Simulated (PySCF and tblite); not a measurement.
Results of a calculation; reference values are marked as such.
C₆H₁₁NOSi, numbered as in [CH3:1][CH:2]([CH3:3])[c:4]1[n:5][c:6]([SiH3:7])[cH:8][o:9]1.

Geometries GFN2-xTB; weights from B3LYP-D3(BJ)/def2-SVP (IEF-PCM, acetone) energies and GFN2-xTB thermal corrections, with symmetry numbers and mirror pairs. Conformers within 2.5 kcal/mol (GFN2-xTB free energy) were kept, 2 at most. GIAO shieldings: B97-2/pcSseg-1 (IEF-PCM, acetone). Shifts are against TMS (¹H), TMS (¹³C), TMS (²⁹Si) at the same level. Codes: tblite and PySCF.

Torsions listed: C1–C2–C4–O9.

```json
{"conformer": "1", "shape": "-119°", "symmetry": "Cs", "E(GFN2) kcal/mol": "0.05", "E(DFT) kcal/mol": "0.17"}
{"conformer": "2", "shape": "61°", "symmetry": "Cs", "E(GFN2) kcal/mol": "0.00", "E(DFT) kcal/mol": "0.00"}
```

Q: How much do the weights at 298.15 K and the averaged shift of C4 depend on how the conformers are weighted?

A: 
```tsv
weighting	1 (%)	2 (%)	δ (ppm)	rms dipole (D)
DFT energy with thermal terms, symmetry and mirror images (full scheme)	64	36	176.8	2.00
DFT energy with symmetry and mirror images	43	57	176.3	2.02
bare DFT energy	43	57	176.3	2.02
GFN2-xTB energy with symmetry and mirror images	48	52	176.4	2.02
GFN2-xTB free energy	68	32	176.9	2.00
leading conformer alone	100	0	177.6	1.96
equal weights	50	50	176.4	2.02
```

The largest departure from the full scheme, 0.9 ppm, comes with: leading conformer alone.
